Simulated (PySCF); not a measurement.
Tl2O2F2: from a saddle point downhill

PySCF 2.14.0, RKS PBE0, Tl def2-SVP with ECP60, O def2-SVP, F def2-SVP; non-relativistic Hamiltonian with scalar-relativistic core potentials where named; density fitting; no spin-orbit coupling. Relaxed within the symmetry of its start, the geometry (D2h) is

```xyz
6

Tl    0.0000    0.0000    1.5454
Tl    0.0000    0.0000   -1.5454
O     1.4383    0.0000    0.0000
O    -1.4383    0.0000    0.0000
F     0.0000    0.0000    3.5499
F     0.0000    0.0000   -3.5499
```

and its lowest harmonic modes are -51, 62, 85, 96, 153, 207 cm⁻¹ (negative: unstable). It was moved along the lowest mode and relaxed again, within the group C2h that the move left.

Problem. Where does it end, and how much lower?

Solution. In C2h, 0.033 eV lower, after 8 steps:
```xyz
6

Tl    0.1885    0.0000    1.5452
Tl   -0.1885    0.0000   -1.5452
O     1.4436    0.0000   -0.0447
O    -1.4436    0.0000    0.0447
F    -0.3278    0.0000    3.4739
F     0.3278    0.0000   -3.4739
```

Problem. How do the contacts change?

Solution. 
| contact | saddle (Å) | end (Å) |
| --- | --- | --- |
| Tl1–O3 (O) | 2.111 | 2.026 |
| Tl1–O4 (O) | 2.111 | 2.217 |
| Tl1–F5 (F) | 2.004 | 1.997 |
| Tl2–F6 (F) | 2.004 | 1.997 |
| Tl2–O4 (O) | 2.111 | 2.026 |


Problem. Is the end a minimum?

Solution. Yes; lowest modes 33, 80, 97, 131, 142, 202 cm⁻¹.

State: singlet.
